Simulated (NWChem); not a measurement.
Species: C₄H₃FO; SMILES c1occ(c1)F

```xyz
9

F     -0.0310     2.0619     0.0000
C     -0.0108     0.7273     0.0000
C      1.1651    -0.0903     0.0000
C      0.6922    -1.3819     0.0000
O     -0.6688    -1.4009     0.0000
C     -1.1065    -0.1068     0.0000
H      2.2066     0.2462     0.0000
H      1.1846    -2.3595     0.0000
H     -2.1863     0.0620     0.0000
```
Atoms are numbered in this order, from 1.

Program: NWChem. Coordinates come from a PBE-D3(BJ)/def2-SVP optimisation. Level: B3LYP/def2-SVP with COSMO at NWChem's default radii, gas-phase geometry; rows give the dielectric constant.

For dielectric constant 25.0:

| Item | Result |
|---|---|
| electrostatic solvation energy (kcal/mol) | -2.9 |
| dipole in solution (D) | 1.28 |

Task: What are these values for dielectric constant 1.5?

Result: 
- electrostatic solvation energy (kcal/mol) = -0.9
- dipole in solution (D) = 1.10
